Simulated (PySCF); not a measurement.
Vertical excitations of a molecule C3H7BO2 from TDDFT-B3LYP/def2-SVPD (PySCF), as energy in eV (oscillator strength): 2.80 (0.000), 5.51 (0.001), 5.87 (0.006), 6.46 (0.001), 6.48 (0.146), 6.84 (0.012), 7.03 (0.001), 7.15 (0.021), 7.40 (0.033), 7.49 (0.000). Lowest triplet (TDA): 2.15 eV. Geometry optimised at PBE0-D3(BJ)/def2-SVP. One conformer was computed; it need not be the lowest.

### Question
Which molecule gave these data?
A. OCB1CCO1
B. COB(C)C=O
C. C=CB(O)CO
D. C=CB(O)OC

### Answer
B, COB(C)C=O
